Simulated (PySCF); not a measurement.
## Telling isomers of C$_{8}$H$_{10}$O$_{2}$ apart by NMR

- shielding tensors at PBE0/pcSseg-1 (GIAO)
- structure optimised with GFN2-xTB
- run in PySCF 2.14
- no solvent, non-relativistic, equivalent nuclei averaged, one computed conformer

References, each an isolated molecule treated in the same way: ¹H and ¹³C against TMS. Where no couplings were computed, multiplicities follow the n + 1 count of equivalent neighbours, and m marks all less simple cases (inequivalent or close neighbours, rings, F or P nearby). Shifts are as computed. Against solution values, carbons near 30 ppm lie about +3 ppm off and those near 130 ppm about +5 ppm. Of 1211 compounds with measured shifts, 218 miss one by over three times the rms of a fit or turn the order of signals round; such compounds aren't used in these exercises. OH and NH positions are gas-phase values without hydrogen bonding to other molecules.

(1) Tabulate the signals of `CCCc1ccoc(=O)c1`, `CC(=O)[C@@H]1C=CC(=O)CC1`, `CC(=O)OC1C=CCC=C1`, `COc1ccccc1CO`, `C=C1C[C@@H]1C(=C)OC(C)=O`, `O=C1C=C(C2CCC2)CO1` and their relative energies.

(2) What is the quickest way to tell CC(=O)[C@@H]1C=CC(=O)CC1 from C=C1C[C@@H]1C(=C)OC(C)=O?

(3) What is the quickest way to tell C=C1C[C@@H]1C(=C)OC(C)=O from O=C1C=C(C2CCC2)CO1?

(4) What is the quickest way to tell CC(=O)OC1C=CCC=C1 from O=C1C=C(C2CCC2)CO1?

Results:

(1) 
```json
{"SMILES": "CCCc1ccoc(=O)c1", "carbon types": "2×C 3×CH 2×CH2 1×CH3", "δC": "163.6, 163.6, 160.7, 121.8, 111.7, 41.1, 25.6, 13.8", "δH": "7.69 (d, 1H), 6.13 (s, 1H), 5.93 (d, 1H), 2.32 (t, 2H), 1.51 (m, 2H), 0.95 (t, 3H)", "E rel. (kcal/mol)": "0.0"}
{"SMILES": "CC(=O)[C@@H]1C=CC(=O)CC1", "carbon types": "2×C 3×CH 2×CH2 1×CH3", "δC": "211.4, 200.6, 153.0, 137.9, 54.4, 40.1, 31.1, 27.1", "δH": "6.86 (m, 1H), 6.22 (d, 1H), 3.36 (m, 1H), 2.53 (m, 1H), 2.51 (m, 1H), 2.37 (s, 3H), 2.25 (m, 1H), 1.72 (m, 1H)", "E rel. (kcal/mol)": "5.0"}
{"SMILES": "CC(=O)OC1C=CCC=C1", "carbon types": "1×C 5×CH 1×CH2 1×CH3", "δC": "174.9, 133.7, 133.4, 64.5, 30.6, 23.5", "δH": "6.63 (m, 1H), 6.20 (m, 2H), 5.92 (m, 2H), 2.83 (m, 1H), 2.81 (m, 1H), 2.13 (s, 3H)", "E rel. (kcal/mol)": "9.6"}
{"SMILES": "COc1ccccc1CO", "carbon types": "2×C 4×CH 1×CH2 1×CH3", "δC": "165.1, 137.8, 134.4, 133.5, 126.2, 112.9, 69.4, 55.7", "δH": "7.56 (m, 1H), 7.48 (d, 1H), 7.23 (m, 1H), 6.87 (d, 1H), 4.91 (s, 2H), 4.05 (s, 3H), 2.51 (br s, 1H)", "E rel. (kcal/mol)": "9.0"}
{"SMILES": "C=C1C[C@@H]1C(=C)OC(C)=O", "carbon types": "3×C 1×CH 3×CH2 1×CH3", "δC": "173.0, 165.7, 143.2, 112.2, 102.8, 24.2, 21.8, 19.8", "δH": "6.01 (m, 1H), 5.98 (m, 1H), 5.42 (br s, 1H), 4.84 (br s, 1H), 2.18 (s, 3H), 1.78 (m, 1H), 1.70 (m, 1H), 1.02 (m, 1H)", "E rel. (kcal/mol)": "50.2"}
{"SMILES": "O=C1C=C(C2CCC2)CO1", "carbon types": "2×C 2×CH 4×CH2", "δC": "181.7, 176.6, 122.1, 73.5, 35.0, 28.2, 18.1", "δH": "5.84 (s, 1H), 4.68 (s, 2H), 3.20 (m, 1H), 2.34 (m, 2H), 2.17 (m, 1H), 2.15 (m, 2H), 1.94 (m, 1H)", "E rel. (kcal/mol)": "12.7"}
```

Energies are electronic energies at PBE0/pcSseg-1 on these geometries, without zero-point or thermal terms, each for the one conformer computed, which needn't be the lowest.

(2) Both give the same number of carbon signals, but DEPT or the intensities differ. The first has a β carbon of a C=C–C=O unit (CH) at 153.0 ppm, the second a terminal =CH2 carbon at 112.2 ppm. Their most deshielded carbons lie at 211.4 and 173.0 ppm. In the proton spectra the most deshielded non-exchanging signals are 6.86 (m, 1H) and 6.01 (m, 1H).

(3) Count the carbon signals: 8 against 7. The first has a methyl carbon α to a carbonyl (CH3) at 24.2 ppm, the second an α carbon of a C=C–C=O unit (CH) at 122.1 ppm. Their most deshielded carbons lie at 173.0 and 181.7 ppm.

(4) Count the carbon signals: 6 against 7. The first has a methyl carbon α to a carbonyl (CH3) at 23.5 ppm, the second an allylic sp3 CH2 bonded to O at 73.5 ppm. Their most deshielded carbons lie at 174.9 and 181.7 ppm. In the proton spectra the most deshielded non-exchanging signals are 6.63 (m, 1H) and 5.84 (s, 1H).
